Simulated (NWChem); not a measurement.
## Correlation energy of In

```xyz
1

In     0.0000     0.0000     0.0000
```
Charge 0, spin multiplicity 2.

Everything below was run with NWChem.

Basis set: def2-SVP. Each correlation energy counts from its own Hartree-Fock reference.

Effective core potentials replace the inner electrons of In; spin-orbit coupling is left out. The correlated methods keep 4 core orbitals frozen. No SCF solution was tested for a lower state. Open-shell Hartree-Fock references start from PBE0 orbitals. Coupled-cluster values serve here as a point of comparison, not as the truth.

One of these methods gave a correlation energy of -50.0 mHa. Which?
A) CCSD[T] on UHF
B) CCSD[T] on ROHF
C) UMP2
D) CCSD on UHF

C, UMP2. The others give -64.3 (CCSD on UHF), -66.3 (CCSD[T] on UHF), -68.8 (CCSD[T] on ROHF).
